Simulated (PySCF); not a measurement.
# Cu (copper, neutral) across methods

[Ar] 3d10 4s1, 2S determinant. All numbers are calculated (PySCF 2.14, a scalar-relativistic core potential, in aug-cc-pwCVDZ-PP with ECP10MDF (6s6p5d3f, 70 functions)). The B2PLYP total includes its PT2 part (frozen core); its orbital energies are those of the SCF part.

```json
{"method": "LC-wPBE", "E (hartree)": "-197.3153", "mean ε 3d α (eV)": "-9.837", "mean ε 3d β (eV)": "-9.736", "mean ε 4s α (eV)": "-7.751", "Σ⟨r²⟩ (bohr²)": "30.43", "⟨S²⟩": "0.752"}
{"method": "r2SCAN", "E (hartree)": "-197.1806", "mean ε 3d α (eV)": "-5.014", "mean ε 3d β (eV)": "-4.880", "mean ε 4s α (eV)": "-5.336", "Σ⟨r²⟩ (bohr²)": "30.36", "⟨S²⟩": "0.754"}
{"method": "MN15", "E (hartree)": "-197.6223", "mean ε 3d α (eV)": "-8.784", "mean ε 3d β (eV)": "-8.715", "mean ε 4s α (eV)": "-5.857", "Σ⟨r²⟩ (bohr²)": "30.90", "⟨S²⟩": "0.751"}
{"method": "B2PLYP", "E (hartree)": "-197.0474", "mean ε 3d α (eV)": "-9.284", "mean ε 3d β (eV)": "-9.257", "mean ε 4s α (eV)": "-5.983", "Σ⟨r²⟩ (bohr²)": "30.56", "⟨S²⟩": "0.751"}
{"method": "PBE0", "E (hartree)": "-197.2270", "mean ε 3d α (eV)": "-7.116", "mean ε 3d β (eV)": "-7.034", "mean ε 4s α (eV)": "-5.533", "Σ⟨r²⟩ (bohr²)": "30.47", "⟨S²⟩": "0.752"}
{"method": "UHF", "E (hartree)": "-196.16539", "mean ε 3d α (eV)": "-13.005", "mean ε 3d β (eV)": "-13.121", "mean ε 4s α (eV)": "-6.705", "Σ⟨r²⟩ (bohr²)": "31.26", "⟨S²⟩": "0.752"}
{"method": "M06-L", "E (hartree)": "-197.3074", "mean ε 3d α (eV)": "-4.818", "mean ε 3d β (eV)": "-4.689", "mean ε 4s α (eV)": "-4.804", "Σ⟨r²⟩ (bohr²)": "29.96", "⟨S²⟩": "0.752"}
{"method": "LDA", "E (hartree)": "-196.9441", "mean ε 3d α (eV)": "-5.335", "mean ε 3d β (eV)": "-5.186", "mean ε 4s α (eV)": "-5.190", "Σ⟨r²⟩ (bohr²)": "30.46", "⟨S²⟩": "0.752"}
{"method": "PBE", "E (hartree)": "-197.2969", "mean ε 3d α (eV)": "-5.065", "mean ε 3d β (eV)": "-4.914", "mean ε 4s α (eV)": "-4.983", "Σ⟨r²⟩ (bohr²)": "30.75", "⟨S²⟩": "0.753"}
```

Energies and moments cover only the electrons outside the core potential.
